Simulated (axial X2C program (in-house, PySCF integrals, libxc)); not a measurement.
## Ω levels of PmC⁺ from open-shell CI on f4 s0 d(πδ)0

Calculated with an axial X2C code built on PySCF integrals: two-component X2C with atomic mean-field Coulomb and Gaunt terms, basis Pm dyall-v3z, C dyall-v3z (cores contracted in-house). Orbitals come from Hartree–Fock averaged over the configuration Pm f4 s0 d(πδ)0; CI then distributes these electrons over the f, s, d(πδ) shells of Pm.

R = 1.885 Å (near the minimum of the configuration average).

Lowest levels of this model:

```csv
Ω,energy (cm⁻¹),g∥,configuration
2,0,2.35,100% f4
1,76,0.21,100% f4
4,148,4.42,100% f4
0,334,0.00,100% f4
3,408,4.91,100% f4
0,1384,0.00,100% f4
1,1509,2.01,100% f4
5,1584,8.56,100% f4
4,1590,8.44,100% f4
2,1603,3.16,100% f4
3,1815,4.84,100% f4
0,2924,0.00,100% f4
1,2954,2.28,100% f4
2,3070,4.00,100% f4
6,3140,12.43,100% f4
5,3147,11.82,100% f4
3,3237,5.80,100% f4
4,3253,8.61,100% f4
2,4629,4.81,100% f4
3,4671,6.52,100% f4
1,4672,2.56,100% f4
0,4693,0.00,100% f4
7,4779,16.20,100% f4
4,4825,9.03,100% f4
5,4903,11.98,100% f4
6,5056,14.95,100% f4
8,6459,19.96,100% f4
5,6529,11.61,100% f4
0,6753,0.00,100% f4
6,7019,14.56,100% f4
```

g∥ is the magnitude of 2⟨Lz + ge Sz⟩ for the +Ω component.

Problem. From Ω and g∥ of the lowest level, whose 2⟨Lz + ge Sz⟩ is positive, find ⟨Sz⟩ and ⟨Lz⟩ (ge = 2.0023).

Solution. Ω = ⟨Lz⟩ + ⟨Sz⟩ = 2 and ⟨Lz⟩ + ge⟨Sz⟩ = 1.175, so ⟨Sz⟩ = -0.82 and ⟨Lz⟩ = 2.82.

Occupations of the active spinors in the lowest level by ω, shell by shell in order of energy: -7/2: 0.06; -5/2: 0.26 0.25 0.00; -3/2: 0.39 0.05 0.00 0.00; -1/2: 0.52 0.10 0.00 0.00; 1/2: 0.38 0.10 0.00 0.00; 3/2: 0.70 0.05 0.00 0.00; 5/2: 0.73 0.18 0.00; 7/2: 0.23. The leading determinant has weight 0.23 among 1027.

This point took 6.5 s on 1 thread of Arm Neoverse N1, with other jobs on the host.

There is no dynamic correlation: spin–orbit spacings and, for f shells, spacings inside one term are the most reliable numbers, splittings between terms come out too wide, and energies between configurations are not reliable, so the lowest level need not be the ground state of the molecule. At most 4 roots were kept for each Ω > 0 (twice that for Ω = 0) within 2.2 eV of the lowest, so higher up levels can be missing between those listed; levels with Ω > 0 are doubly degenerate and listed once, Ω = 0 levels singly. States that fill the shells left empty in the average are placed too high. Along the bond the averaged SCF switches between close solutions, so this one may not be the lowest.
